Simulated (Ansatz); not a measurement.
Si(OMe)2Cl2 (C2H6Cl2O2Si), 13 atoms. Hardware: 4 threads of Intel Xeon on a shared host.

Correlated methods freeze 19 core orbitals.

Problem. How many basis functions does each of these Ansatz runs have, and roughly what does it cost? PBE0-D4/def2-SVP, charge 0 singlet, energy, from earlier orbitals; PBE0-D4/def2-TZVP, charge 0 triplet at the geometry of the charge 0 singlet, energy; B97M-V/def2-TZVP, charge 0 singlet, energy, from earlier orbitals; PBE-D4/def2-SVP, charge 0 singlet, energy, from earlier orbitals; r2SCAN0-D4/def2-TZVPD, charge -1 doublet at the geometry of the charge 0 singlet, energy, from earlier orbitals; r2SCAN-D4/def2-TZVP, charge 0 singlet, energy and forces, from earlier orbitals; PBE0-D4/def2-TZVPD, charge -1 doublet at the geometry of the charge 0 singlet, energy; B3LYP-D4/6-31G, charge 0 singlet, energy; MP2/def2-TZVP, charge 0 singlet, energy, from earlier orbitals; r2SCAN0-D4/def2-TZVPD, charge 0 singlet, energy, from earlier orbitals; RPA@PBE/def2-TZVP, charge 0 singlet, energy, from earlier orbitals; r2SCAN-D4/def2-TZVP, charge 0 triplet at the geometry of the charge 0 singlet, energy, from earlier orbitals.

Solution. Other jobs shared the machine, so times can vary by a factor of up to 3. A dash marks memory too small to be measured apart from the calling script's.

| run | functions | fitting or Cholesky vectors | wall time | peak host memory (GiB) |
| --- | --- | --- | --- | --- |
| PBE-D4/def2-SVP, charge 0 singlet, energy, from earlier orbitals | 140 | 1536 | 2.7 s | – |
| B3LYP-D4/6-31G, charge 0 singlet, energy | 87 | 1016 | 3 s | – |
| PBE0-D4/def2-SVP, charge 0 singlet, energy, from earlier orbitals | 140 | 1346 | 4.3 s | – |
| MP2/def2-TZVP, charge 0 singlet, energy, from earlier orbitals | 271 | 1752 | 12 s | 0.77 |
| r2SCAN-D4/def2-TZVP, charge 0 singlet, energy and forces, from earlier orbitals | 271 | 1690 | 12 s | – |
| RPA@PBE/def2-TZVP, charge 0 singlet, energy, from earlier orbitals | 271 | 1752 | 13 s | 0.72 |
| B97M-V/def2-TZVP, charge 0 singlet, energy, from earlier orbitals | 271 | 1690 | 21 s | – |
| r2SCAN-D4/def2-TZVP, charge 0 triplet at the geometry of the charge 0 singlet, energy, from earlier orbitals | 271 | 1690 | 25 s | – |
| r2SCAN0-D4/def2-TZVPD, charge 0 singlet, energy, from earlier orbitals | 343 | 1934 | 26 s | 1.3 |
| PBE0-D4/def2-TZVP, charge 0 triplet at the geometry of the charge 0 singlet, energy | 271 | 1730 | 69 s | 1.9 |
| PBE0-D4/def2-TZVPD, charge -1 doublet at the geometry of the charge 0 singlet, energy | 343 | 1934 | 99 s | 1.8 |
| r2SCAN0-D4/def2-TZVPD, charge -1 doublet at the geometry of the charge 0 singlet, energy, from earlier orbitals | 343 | 1934 | 2.1 min | 1.7 |
